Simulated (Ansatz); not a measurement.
Frontier orbitals of `C=C(Cl)I`.

| atom | x (Å) | y (Å) | z (Å) |
| --- | --- | --- | --- |
| C1 | 0.7260 | -0.1651 | -0.3379 |
| C2 | -0.4167 | 0.1744 | 0.2337 |
| Cl3 | -0.6292 | 1.6693 | 1.0478 |
| I4 | -2.0866 | -1.0722 | 0.2071 |
| H5 | 0.8319 | -1.1141 | -0.8454 |
| H6 | 1.5746 | 0.5078 | -0.3052 |

Charge 0, multiplicity 1. Correlated methods include outer-core shells of I, which these sets cover unevenly. I: def2 effective core potential. The geometry is a stationary point of PBE0-D4/def2-TZVP. Basis def2-TZVPP, the Gaussian-basis code of Ansatz.

```
 functional  HOMO (eV)  LUMO (eV)  gap (eV)
LDA (SPW92)      -6.36      -2.38      3.98
        PBE      -6.18      -2.19      3.99
     r2SCAN      -6.42      -2.04      4.38
       PBE0      -7.27      -1.27      6.00
    r2SCAN0      -7.43      -1.19      6.24
  CAM-B3LYP      -8.52      -0.18      8.34
    ωB97M-V      -9.38       0.75     10.13
```

A quarter of exact exchange (PBE0) shifts PBE's HOMO by −1.10 eV and its LUMO by +0.92 eV; full exchange at long range (ωB97M-V) shifts them by −3.20 and +2.94 eV. The gap opens from 3.99 to 10.13 eV, since occupied levels lose self-interaction and empty ones feel all the electrons. A positive LUMO is unbound and depends on the basis.
